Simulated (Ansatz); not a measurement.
The cluster K16⁻. Charge -1, multiplicity 2. Geometry r2SCAN/def2-SVP; atoms count from 1.

Cartesian coordinates in Å:
```
K 2.5961 -4.1817 -3.1058
K -1.8839 -2.9564 -3.3513
K 4.3413 2.1697 1.3998
K 1.1624 -1.0273 -0.1410
K -1.0819 -3.7709 4.3326
K 2.0636 3.4960 -2.3274
K 1.7631 -0.2924 4.4298
K -4.5938 2.9817 1.5057
K -2.1452 1.5336 -2.3123
K -2.7226 0.5040 5.0243
K -0.5352 -5.4093 0.1889
K -3.2005 -1.4927 0.9799
K -0.1761 2.8862 1.9112
K 5.0047 -0.1839 -2.4879
K -1.8249 5.9214 -1.0421
K 1.2330 -0.1779 -5.0044
```

Single mean-field runs in def2-TZVP are fitted with def2-universal-jkfit. The charge -1 doublet is spin-contaminated (final ⟨S²⟩ up to 1.27, 0.75 for a pure state). The geometry of the doublet was relaxed on an unsound state (⟨S²⟩ 2.32, where a pure state has 0.75). The structure comes from a short search, and lower isomers may exist.

Estimate the Mulliken populations from the PBE0/def2-TZVP orbitals of Ansatz.


| atom | charge (e) | spin (α − β) |
| --- | --- | --- |
| K1 | -0.12 | -0.03 |
| K2 | -0.06 | 0.31 |
| K3 | -0.08 | 0.09 |
| K4 | 0.07 | 0.29 |
| K5 | -0.14 | 0.03 |
| K6 | -0.05 | 0.11 |
| K7 | -0.07 | 0.23 |
| K8 | -0.09 | -0.14 |
| K9 | 0.01 | 0.04 |
| K10 | -0.08 | 0.08 |
| K11 | -0.09 | 0.03 |
| K12 | -0.01 | 0.03 |
| K13 | 0.04 | -0.02 |
| K14 | -0.10 | -0.15 |
| K15 | -0.17 | 0.11 |
| K16 | -0.07 | 0.00 |
Mulliken values and Mayer orders depend strongly on the basis.

Where does the spin sit?

Summed by element: K 1.00, of 1 unpaired in all. Largest on single atoms: K2 0.31, K4 0.29, K7 0.23.

And the Mayer bond orders between bonded heavy atoms (over 0.3)?

K5–K11 0.30 (4.49 Å).
